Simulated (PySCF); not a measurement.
H₂O. Atoms are numbered in the order given.

```xyz
3

O      0.0000     0.0000    -0.1169
H      0.0000    -0.7650     0.4676
H      0.0000     0.7650     0.4676
```
Charge 0, spin multiplicity 1.

Geometry: B3LYP-D3(BJ)/def2-TZVP.

The numbers are results of PySCF with PBE0/pcSseg-2, not measurements.

GIAO shieldings, no solvent; atoms alike by connectivity are averaged. δ = σ(ref) − σ: ¹H against TMS (σ = 31.54 ppm), references at their B3LYP-D3(BJ)/def2-TZVP geometries, non-relativistic.

```tsv
nucleus	atoms	count	δ (ppm)
¹H	H2, H3	2	0.77
```
